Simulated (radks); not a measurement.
Rb3+, configuration [Ar] 3d10 4s1.5 4p4 5s0.5 (fractional occupations, a model configuration). All-electron calculation, scalar-relativistic Kohn-Sham, PBE, spin-polarised, spherical densities, point nucleus; open shells are filled with parallel spins first (spin-orbit coupling, left out, can overturn this in heavy ions). Program: a radial shooting solver on a logarithmic mesh with Libxc functionals.

Unscreened Slater integrals over Kohn-Sham orbitals (hartree). They are taken over the spin-up orbitals.

| integral | value |
|---|---|
| F0(5s,5s) | 0.28244 |
| F0(5s,4p) | 0.34601 |
| G1(5s,4p) | 0.032928 |
| F0(5s,4s) | 0.35197 |
| G0(5s,4s) | 0.021293 |
| F0(5s,3d) | 0.38387 |
| G2(5s,3d) | 0.012773 |
| F0(4p,4p) | 0.58333 |
| F2(4p,4p) | 0.31017 |
| F0(4p,4s) | 0.61489 |
| G1(4p,4s) | 0.41736 |
| F0(4p,3d) | 0.75187 |
| F2(4p,3d) | 0.17015 |
| G1(4p,3d) | 0.057131 |
| G3(4p,3d) | 0.053820 |
| F0(4s,4s) | 0.65336 |
| F0(4s,3d) | 0.82850 |
| G2(4s,3d) | 0.072210 |
| F0(3d,3d) | 1.7460 |
| F2(3d,3d) | 0.84419 |
| F4(3d,3d) | 0.53286 |

Derived for the open shells (J is the average intra-shell exchange parameter used in DFT+U). 4p: J = F2/5 = 0.06203 hartree.
